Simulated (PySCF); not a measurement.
Br2Cu, SMILES [Br][Cu-][Br], charge -1, multiplicity 1. Heavy atoms are numbered as in [Cu-:1]([Br:2])[Br:3].

The structure is a stationary point at PBE0-D3(BJ)/def2-SVPD. The multiplicity is an assumed one; other spin states were not compared.

Level of theory: ωB97X/def2-TZVPD (PySCF).

Mulliken values depend strongly on the basis, most of all with diffuse functions as here. ESP charges are fitted to the potential on shells at 1.4 to 2.0 van der Waals radii. Atomic charges (e), one atom of each kind:

```tsv
atom	ESP fit	Mulliken	meta-Löwdin
Cu1	0.27	-0.18	___
Br2	-0.64	-0.41	___
```

Q: What belongs in the gaps? (Estimate from the structure and the level; the computed values follow.)

A: 
- Cu1, meta-Löwdin: 0.49
- Br2, meta-Löwdin: -0.74
